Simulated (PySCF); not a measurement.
Q: Give a PBE0-D3(BJ)/def2-SVP geometry of `C([C@H](CC)NC)CN`.

A: 
```
atom  x, y, z in Å
C1    -2.1408   -1.8737   -0.1182
C2    -0.7480   -1.4309   -0.5311
C3    -0.4446    0.0286   -0.1874
C4     1.0282    0.3877   -0.4204
C5     2.0124   -0.2000    0.5783
N6     3.3508    0.3040    0.3328
N7    -1.3693    0.8873   -0.9083
C8    -1.4853    2.2408   -0.4300
H9    -2.3626   -2.8948   -0.4632
H10   -2.8917   -1.1886   -0.5369
H11   -2.2523   -1.8602    0.9781
H12    0.0123   -2.0796   -0.0665
H13   -0.6207   -1.5558   -1.6227
H14   -0.6631    0.1755    0.8885
H15    1.3102    0.0725   -1.4439
H16    1.1523    1.4823   -0.3917
H17    1.7091    0.1118    1.5934
H18    1.9380   -1.3085    0.5682
H19    3.6778   -0.0091   -0.5800
H20    4.0066   -0.0752    1.0121
H21   -1.1455    0.8731   -1.9014
H22   -1.8717    2.2371    0.6025
H23   -2.2136    2.7919   -1.0444
H24   -0.5430    2.8299   -0.4223
```

Any rigid rotation of these coordinates is as good. Atoms count from 1 in this order. N6 (primary amine nitrogen) is pyramidal (angles 110.6°, 109.9° and 106.1°, sum 326.6°, 0.39 Å off the plane of its three neighbours). N7 (secondary amine nitrogen) is pyramidal (angles 116.2°, 110.8° and 109.6°, sum 336.6°, 0.36 Å off the plane of its three neighbours). Of the pairs four or more bonds apart, H16···H24 is among the closest relative to their van der Waals radii: 2.17 Å, 90 % of the sum of Bondi's values.

Bonds between heavy atoms (Å): C1–C2 1.519, C2–C3 1.530, C3–C4 1.534, C4–C5 1.520, C5–N6 1.451, C3–N7 1.453, N7–C8 1.440.

Computed, not measured: PySCF 2.14.0, PBE0-D3(BJ)/def2-SVP geometry optimisation, gas phase.

Point group: C1 (no symmetry element, even within 0.4 Å). No PBE0-D3(BJ)/def2-SVP frequencies stand behind this structure, so it isn't proved a minimum. The numbers are those of one conformer (C1–C2–C3–C4 171°, C2–C3–C4–C5 -72°, C3–C4–C5–N6 -175°, C4–C5–N6–H -64° and 179°, C2–C3–N7–C8 163°).

Cost: about 3 min of CPU time on one thread; the machine was shared, so the figure is rough. These figures are those of the optimisation.
